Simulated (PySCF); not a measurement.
Vertical excitations of a molecule C4H9Al from TDA-PBE/def2-SVPD (PySCF), as energy in eV (oscillator strength): 3.91 (0.000), 4.49 (0.001), 5.44 (0.119), 5.69 (0.001), 5.91 (0.004), 5.96 (0.023), 6.18 (0.000), 6.39 (0.004), 6.45 (0.003), 6.60 (0.032). Lowest triplet (TDA): 3.70 eV. Coordinates come from a B3LYP-D3(BJ)/def2-SVP optimisation. One conformer was computed; it need not be the lowest.

Task: Pick the molecule that these values belong to.
A) C=[CH][AlH][CH2]C
B) C=[CH][Al]([CH3])[CH3]
C) C=C[CH2][AlH][CH3]

Result: A, C=[CH][AlH][CH2]C
